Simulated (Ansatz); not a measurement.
Stepwise reaction of `[NH2][Al]([NH2])[Cl]` with hydrogen chloride, as a gas-phase model of exchange steps in deposition or etching. ΔE in kJ/mol; ΔG adds harmonic PBE0-D4 terms to CCSD(T)/CBS, at 1 bar.

Isolated molecules relaxed with PBE0-D4/def2-TZVP in Ansatz; ΔE leaves out vibrations. CCSD(T)/CBS adds triple-zeta CCSD(T) − MP2 to the extrapolated MP2 energy (def2 sets, frozen cores). This one scheme is used for every species. DFT in def2-TZVPP. B3LYP here is the variant with VWN-RPA as its local correlation; programs differ in this. One conformer a species, not always the lowest.

```
step                                                  reaction  PBE-D4  B3LYP-D4  ωB97M-V  CCSD(T)/CBS  ΔG(600 K)
   2  `[NH2][Al]([Cl])[Cl]` + HCl → `[Cl][Al]([Cl])[Cl]` + NH₃   -59.6     -57.2    -58.7        -59.7      -47.8
```

Give the row of step 1, `[NH2][Al]([NH2])[Cl]` + HCl → `[NH2][Al]([Cl])[Cl]` + NH₃. (Estimate.)

Ansatz gave: 
```tsv
step	reaction	PBE-D4	B3LYP-D4	ωB97M-V	CCSD(T)/CBS	ΔG(600 K)
1	`[NH2][Al]([NH2])[Cl]` + HCl → `[NH2][Al]([Cl])[Cl]` + NH₃	-75.6	-73.3	-74.8	-74.7	-64.8
```

By hand: ΔE of the 2 steps together at CCSD(T)/CBS.

(-74.7) + (-59.7) = -134.4 kJ/mol, or -67.2 kJ/mol a step.

In ΔE each step is higher than the one before. All are downhill at CCSD(T)/CBS. ΔG lies between -64.8 and -47.8 kJ/mol a step. PBE-D4 differs from CCSD(T)/CBS by -0.9 to 0.1 kJ/mol a step. Isolated molecules leave out the surface, adducts and barriers. Largest T1 diagnostic: 0.009.
